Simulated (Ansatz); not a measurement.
H₃BO₃, triplet, geometry from GFN2-xTB of the parent state (a higher spin typed on purpose: for a closed-shell molecule this is an excited state); CAM-B3LYP/STO-3G run with Ansatz (a program for electronic structure).

Ansatz was given this input:
Ansatz 0.2 input:
```yaml
crystal:
  periodic: [false, false, false]
  atoms:
    - {symbol: O, position_ang: [-1.14257544, -0.76938954, -0.03182750]}
    - {symbol: B, position_ang: [-0.00770897, -0.03931797, -0.00346985]}
    - {symbol: O, position_ang: [-0.11414081, 1.32224772, 0.13027114]}
    - {symbol: O, position_ang: [1.17041255, -0.70476858, -0.10979414]}
    - {symbol: H, position_ang: [-1.93446708, -0.23864193, 0.04760011]}
    - {symbol: H, position_ang: [0.69661442, 1.82756308, 0.14897985]}
    - {symbol: H, position_ang: [1.96682712, -0.17704808, -0.08842676]}
basis:
  gaussian:
    orbitals: STO-3G
hamiltonian:
  xc: cam_b3lyp
magnetization: {spin_polarized: true, initial_magnetization: 2}
```

It wrote (shortened):

```
Functional definition: CAM-B3LYP
326 factors; integrals over basis functions are off by at most 6.5e-5 eV
124 factors; integrals over basis functions are off by at most 1.3e-6 eV
mean field evaluation 1: about -6761.2882 eV, gradient 1.4e1 eV
mean field evaluation 2: about -6761.3303 eV, gradient 1.7e1 eV
mean field evaluation 4: about -6762.8155 eV, gradient 2.3e0 eV
mean field evaluation 8: about -6762.8510 eV, gradient 1.6e-1 eV
mean field evaluation 16: about -6762.8443 eV, gradient 6.5e-5 eV
mean field evaluation 32: about -6761.7995 eV, gradient 1.2e1 eV
mean field -6762.84430537 eV, -248.5299442017 hartree, gradient 4.8e-6 eV, S^2 2.001540; 3 other end points of the search recorded, 0 dependent functions left out
reference -6762.84438272 eV, -248.5299470443 hartree; 17, 15 occupied and 6, 8 virtual orbitals, 326 factors
Total energy: -6762.84438272 eV, -248.5299470443 hartree
```
